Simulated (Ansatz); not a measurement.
C₂H₆FNSi₂. The species carries charge 0 and has multiplicity 1. The bonds changed during the relaxation, so this is another structure than the one it started from. Geometry: relaxed with PBE0-D4/def2-TZVP. It is one conformer, not always the lowest.

```xyz
12

C     0.534   -1.663    0.684
Si    1.072   -0.184   -0.312
C    -0.245    1.134   -0.137
N    -0.962    1.748   -0.998
Si   -1.593    2.255    0.726
F    -2.738    1.094    0.911
H     1.287   -2.453    0.637
H    -0.409   -2.062    0.306
H     0.390   -1.383    1.730
H     1.268   -0.525   -1.752
H    -0.928    1.618   -2.009
H     2.323    0.421    0.216
```

(1) What is the dipole moment at r2SCAN/def2-TZVPP? (Best estimate.)

(2) And with PBE, B3LYP, ωB97M-V? (Estimate.)

(3) Give the Mulliken charges with r2SCAN, B3LYP, ωB97M-V in def2-TZVPP. (Best estimate.)

## Answers

(1) Computed: 3.93 D, with components (2.42, -2.06, -2.30) D in this frame, pointing from negative to positive charge.

(2) Computed: PBE 3.77 D, B3LYP 3.77 D, ωB97M-V 3.71 D.

(3) The calculation gave: 
```csv
atom,r2SCAN,B3LYP,ωB97M-V
C1,-0.29,-0.38,-0.44
Si2,0.34,0.34,0.28
C3,-0.10,-0.10,-0.12
N4,-0.17,-0.15,-0.13
Si5,0.28,0.28,0.28
F6,-0.35,-0.35,-0.34
H7,0.08,0.11,0.12
H8,0.09,0.11,0.13
H9,0.09,0.12,0.13
H10,-0.08,-0.08,-0.04
H11,0.16,0.16,0.13
H12,-0.06,-0.06,-0.02
```

B3LYP here is the variant with VWN-RPA as its local correlation; programs differ in this.
